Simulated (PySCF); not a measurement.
BiF₄ (doublet). Computed with PySCF, UPBE0, basis Bi def2-SVP with ECP60, F def2-SVP (scalar-relativistic core potentials, no spin–orbit coupling, density fitting).

Harmonic bands of its minimum:

```tsv
ω (cm⁻¹)	IR (km/mol)
41	14.1
53	16.9
106	19.5
123	0.0
139	6.4
488	32.0
511	13.2
573	59.5
574	37.5
```

Q: The central atom is Bi. Infer the point group and assign the bands.

A: C2v. The modes span 4a1 + 2b1 + 2b2 + a2: 41 a1, 53 b1, 106 b2, 123 a2, 139 a1, 488 b2, 511 a1, 573 b1, 574 a1. The computed geometry has Bi–F 2.028 Å (×2), Bi–F 2.072 Å (×2); F–Bi–F 100.7°, F–Bi–F 106.2° (×4), F–Bi–F 128.3°.

Only a few start shapes were tried, so a lower isomer may exist. No spin–orbit coupling is included, which matters more the heavier the element.
